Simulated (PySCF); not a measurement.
## How methods differ on the ionisation energy of Eu

Eu [Xe] 4f7 6s2 (8S) → Eu⁺ [Xe] 4f7 6s1 (9S), as a difference of total energies. Computed with PySCF 2.14 in ANO-RCC-VTZP, with scalar relativity by spin-free X2C-1e. Correlated levels: valence: [Kr] 4d10 frozen; valence and next inner shell: [Ar] 3d10 frozen. The calculations carry no spin-orbit coupling.

```
                                method  ionisation energy (eV)  error (eV)
                                   UHF                   4.631      -1.039
                                   LDA                   5.822      +0.152
                                   PBE                   5.602      -0.068
                                  PBE0                   5.503      -0.167
                                r2SCAN                   5.267      -0.403
                         MP2 (valence)                   5.524      -0.146
                     SCS-MP2 (valence)                   5.593      -0.077
    MP2 (valence and next inner shell)                   5.549      -0.121
SCS-MP2 (valence and next inner shell)                   5.596      -0.074
```

Reference: 5.670 eV (measured; NIST Atomic Spectra Database, ionization energies).

Errors of the correlated levels include the incompleteness of this basis and the frozen core.
